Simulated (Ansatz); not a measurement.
Computed with Ansatz on PBE0-D4/def2-TZVP structures; ΔE is electronic, products minus reactants. CCSD(T)/CBS adds triple-zeta CCSD(T) − MP2 to the extrapolated MP2 energy (def2 sets, frozen cores). Functionals use def2-TZVPP. B3LYP here is the variant with VWN-RPA as its local correlation; programs differ in this. For Ge outer-core shells are correlated without core-valence functions, which leaves a few kJ/mol of doubt a bond. Scalar relativity is left out up to krypton. One conformer a species, not always the lowest.

`CC1([SiH3])BO1` + `[F][GeH2][SiH3]` → `[F][GeH2][SiH2][SiH3]` + `CC1BO1`  (formal exchange of groups at the Si–C bond)

```csv
level,ΔE (kcal/mol),difference from CCSD(T)/CBS
PBE-D4,-6.6,-2.6
r2SCAN-D4,-5.1,-1.1
PBE0-D4,-6.6,-2.6
B3LYP-D4,-4.3,-0.3
ωB97X-V,-4.5,-0.5
ωB97M-V,-3.4,0.6
B2PLYP,-3.9,0.1
PBE,-6.8,-2.8
r2SCAN,-5.2,-1.2
B3LYP,-4.7,-0.7
SCS-MP2/def2-TZVPP,-2.6,1.4
CCSD/def2-TZVPP,-4.2,-0.2
HF/def2-QZVPP,-3.4,0.6
MP2/def2-QZVPP,-2.7,1.3
SCS-MP2/def2-QZVPP,-2.5,1.5
HF/CBS(def2),-3.4,0.6
CCSD(T)/CBS,-4.0,0
```

Largest T1 diagnostic among the species: 0.015.
